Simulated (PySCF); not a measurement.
# Radial density of V⁺ (vanadium, charge +1)

UHF, [Ar] 3d3 4s1, high-spin 5F determinant (an excited configuration). All numbers are calculated (PySCF 2.14, the spin-free X2C one-electron Hamiltonian (Gaussian nucleus), in x2c-QZVPPall with one added diffuse shell each of s, p, d, f, g type (12s8p6d4f3g, 121 functions)).

```csv
r (bohr),4πr²ρ (e/bohr),4πr²(ρα − ρβ)
0.000918,0.1137,0.0000
0.00154,0.2962,0.0001
0.00260,0.7571,0.0003
0.00437,1.879,0.0007
0.00735,4.437,0.0016
0.0124,9.599,0.0035
0.0208,17.90,0.0060
0.0350,26.05,0.0068
0.0588,26.14,0.0004
0.0989,20.67,-0.0044
0.166,26.92,0.0503
0.280,25.79,0.3034
0.471,9.682,1.1357
0.792,11.76,2.1813
1.33,6.048,1.6962
2.24,1.114,0.8486
3.77,0.2877,0.2866
6.34,0.01527,0.0153
10.7,2.496e-05,0.0000
```

Densities and radii are taken from the X2C orbitals without a picture-change correction, which distorts them close to the nucleus.

Question: Where is the radial spin density 4πr²(ρα − ρβ) most negative, and why is it negative at all?

Answer: Around r = 0.0989 bohr, down to -0.0044 e/bohr: exchange with the open shell polarises the paired shells in an unrestricted calculation.
